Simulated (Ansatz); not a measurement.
`C[B](F)[SnH3]` + `OCO` → `OC[O][SnH3]` + `CBF`  (cleavage of the Sn–B bond)

Gas-phase electronic energies from Ansatz, PBE0-D4/def2-TZVP geometries. CCSD(T)/CBS is the MP2 limit (def2-TZVPP, def2-QZVPP) plus CCSD(T) − MP2 in def2-TZVPP, frozen cores. This one scheme is used for every species. DFT in def2-TZVPP. Elements past krypton have def2 core potentials. For Sn outer-core shells are correlated without core-valence functions, which leaves a few kJ/mol of doubt a bond. One conformer a species, not always the lowest.

```csv
level,ΔE (kJ/mol)
PBE-D4,-9.2
ωB97M-V,-18.5
```

Problem. What does CCSD(T)/CBS give? (An estimate is asked.)

Solution. Computed: -21.6 kJ/mol. The listed levels differ from it by 12.4, 3.1 kJ/mol.

Largest T1 diagnostic among the species: 0.014.

In def2-TZVPP, CCSD(T) changes the Hartree–Fock value by +16.2 kJ/mol (the triples alone add +0.3 kJ/mol) and MP2 by +13.0 kJ/mol.
